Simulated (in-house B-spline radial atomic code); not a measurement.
Settings and results of a run for Yb IV (Yb3+). Level of theory: scalar-relativistic (X2C) M06-2X, spin-polarised, spherical fractional occupations, exact exchange averaged over the configuration, Fermi nucleus of rms radius 5.3108 fm; calculated with an all-electron radial atomic-structure program (B-spline basis).

Command:
```bash
python run_scf.py task.json out
```
Settings (nuclear radius in fm, mass in u):
```
Z                70
configuration    [Xe] 4f13
hamiltonian      x2c
method           m062x
spin_polarised   True
nucleus          fermi
rms_radius       5.3108
atomic_mass      173.93887
speed_of_light   137.035999084
exact_exchange   averaged over the configuration
```

Output (hartree, bohr):
```
 radial grid: 72 intervals, B-splines of order 8, outer radius 39.1892 bohr

 iter        energy (Eh)    residual
    1      -14059.538280    2.82e-01
    2      -14059.557644    1.68e-02
    3      -14059.563876    7.29e-03
    4      -14059.564777    2.62e-03
    5      -14059.564458    4.42e-03
    6      -14059.564939    1.49e-04
    7      -14059.564940    7.35e-05
    8      -14059.564940    3.39e-06
    9      -14059.564940    3.62e-06
   10      -14059.564940    7.30e-07
   11      -14059.564940    5.07e-08

 total energy                    -14059.56494
 kinetic                           15626.4062
 electron-nucleus                 -34851.6662
 Hartree                            5463.3983
 exact exchange                     -157.1766
 exchange-correlation               -140.5266

 orbital      occ     eigenvalue          <r>       <r^2>       <1/r>       r_max
 1s up      1.000     -2255.8135    0.0188968 0.000497858      87.619     0.01145
 1s down    1.000     -2255.8134    0.0188968 0.000497858      87.619     0.01145
 2s up      1.000      -385.2452    0.0826359  0.00813269     20.3521     0.07045
 2s down    1.000      -385.2444    0.0826355   0.0081326     20.3522     0.07045
 2p up      3.000      -340.8134    0.0736453  0.00664095     17.4631     0.05698
 2p down    3.000      -340.8129    0.0736449  0.00664086     17.4631     0.05698
 3s up      1.000       -88.7087     0.216556    0.053741     7.32054      0.1997
 3s down    1.000       -88.6861     0.216521   0.0537228     7.32204      0.1997
 3p up      3.000       -75.1837     0.215682   0.0540395     6.54928      0.1964
 3p down    3.000       -75.1586     0.215635   0.0540147      6.5508      0.1964
 3d up      5.000       -58.1603      0.19607   0.0451217     6.12914      0.1599
 3d down    5.000       -58.1348     0.195996   0.0450832     6.13093      0.1599
 4s up      1.000       -18.8911     0.488654    0.270093     3.03192      0.4558
 4s down    1.000       -18.8485      0.48868    0.270112     3.03126      0.4557
 4p up      3.000       -14.3966     0.518009    0.305915     2.70446      0.4758
 4p down    3.000       -14.3497     0.518049    0.305944     2.70368      0.4757
 4d up      5.000        -8.3219     0.560637    0.365598     2.37132      0.4908
 4d down    5.000        -8.2602     0.560782     0.36576     2.36998      0.4907
 5s up      1.000        -3.4493      1.18892     1.58899     1.13349       1.067
 5s down    1.000        -3.4281      1.19193     1.59726     1.13002       1.069
 5p up      3.000        -2.2865      1.37997     2.15575    0.949978        1.21
 5p down    3.000        -2.2709      1.38508      2.1718    0.945605       1.213
 4f up      7.000        -1.6109     0.720385    0.670625     1.80506      0.4794
 4f down    6.000        -1.5742     0.724706    0.680712     1.79864      0.4797
```

Time taken, with all properties: 1.6 s on 1 thread of Arm Neoverse N1, on a shared host.

One-electron X2C: radii and densities carry no picture-change correction, so inner-shell <1/r> comes out high (for 1s by about 2 % at Z = 33, 5 % at 54, 10 % at 75, 30 % at 118) and <r> low.
